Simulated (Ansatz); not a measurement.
ClH$_{4}$SSi$_{2}$, SMILES `[SiH2]S[SiH2]Cl` radical, 8 atoms. Total charge 0; spin multiplicity 2. All runs use 4 threads of a server CPU on a shared host. Correlated methods freeze the cores. Open-shell runs search over several starts.

(1) How many basis functions does each run have, and how long does it take in Ansatz? UKS BHLYP-D4/def2-TZVPP energy; UKS r2SCAN-D4/def2-TZVPP energy and forces; UKS ωB97M-V/def2-QZVPP energy; UHF-MP2/def2-QZVPP energy; UHF-CCSD(T)/def2-TZVPP energy; UKS ωB97M-V/def2-SVP energy; UKS PBE0-D4/def2-SVP energy; UKS PBE0-D4/def2-TZVP frequencies; UHF-CCSD(T)/def2-SVP energy; UKS CAM-B3LYP-D4/def2-TZVPP energy; UKS PBE0-D4/def2-TZVP relaxation (11 steps); UKS PBE0-D4/def2-QZVPP energy. (Estimate.)

Answers

(1) The calculation gave: Other jobs shared the machine, so times are rough.

| level | job | functions | wall time | peak host memory (GiB) |
| --- | --- | --- | --- | --- |
| UKS PBE0-D4/def2-SVP | energy | 92 | 1.8 s | 0.26 |
| UHF-CCSD(T)/def2-SVP | energy | 92 | 5.5 s | 0.5 |
| UKS CAM-B3LYP-D4/def2-TZVPP | energy | 224 | 7.5 s | 0.99 |
| UKS BHLYP-D4/def2-TZVPP | energy | 224 | 7.5 s | 0.87 |
| UKS r2SCAN-D4/def2-TZVPP | energy and forces | 224 | 8 s | 0.43 |
| UKS ωB97M-V/def2-SVP | energy | 92 | 8 s | 0.48 |
| UKS PBE0-D4/def2-QZVPP | energy | 400 | 20 s | 2.1 |
| UHF-MP2/def2-QZVPP | energy | 400 | 24 s | 2.1 |
| UKS ωB97M-V/def2-QZVPP | energy | 400 | 42 s | 2.6 |
| UKS PBE0-D4/def2-TZVP | relaxation (11 steps) | 172 | 49 s | 0.62 |
| UKS PBE0-D4/def2-TZVP | frequencies | 172 | 2.3 min | 0.62 |
| UHF-CCSD(T)/def2-TZVPP | energy | 224 | 4.1 min | 8.1 |
